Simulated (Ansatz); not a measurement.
Molecule: C$_{2}$H$_{4}$N, charge 0, multiplicity 2. It need not be the lowest isomer of its formula. SMILES: [CH]=NC
Coordinates optimised at B3LYP-D3(BJ)/def2-TZVP (Ansatz, a first-principles code):
```
N
C 1 1.2232
H 2 1.0952 1 124.76
C 1 1.4506 2 128.09 3 180.00
H 4 1.0905 1 108.76 2 121.47
H 4 1.0905 5 107.72 1 -117.72
H 4 1.0926 5 109.67 6 -119.30
```
Charge 0, spin multiplicity 2.

Property: vertical electron affinity (to the singlet state of charge -1; a negative value means that the extra electron is unbound and the number depends on the basis; each state is the SCF solution reached for its spin; for the singlet the Hartree-Fock reference is unstable and T1 is 0.034), in eV. Cores are frozen in the correlated levels unless marked. UHF or UKS for open shells. No spin-orbit coupling. No relativistic terms. Anions need diffuse functions: aug- sets have them; def2-D sets add few. CBS(X,Y): correlation extrapolated as X^-3; Hartree-Fock from the larger set. The bracket is a focal-point correction in the basis named.

```csv
level,program,vertical electron affinity (eV)
wB97M-V/def2-TZVPD,Ansatz,-0.03
B2PLYP/def2-TZVPD,Ansatz,[?]
SCS-MP2/aug-cc-pVDZ,Ansatz,0.05
"RI-MP2/CBS(aug-cc-pVTZ,aug-cc-pVQZ)+[CCSD(T)-MP2]/aug-cc-pVDZ",Ansatz,0.21
```

### Question
Complete the blanks.

### Answer

- B2PLYP/def2-TZVPD, vertical electron affinity (eV): -0.12
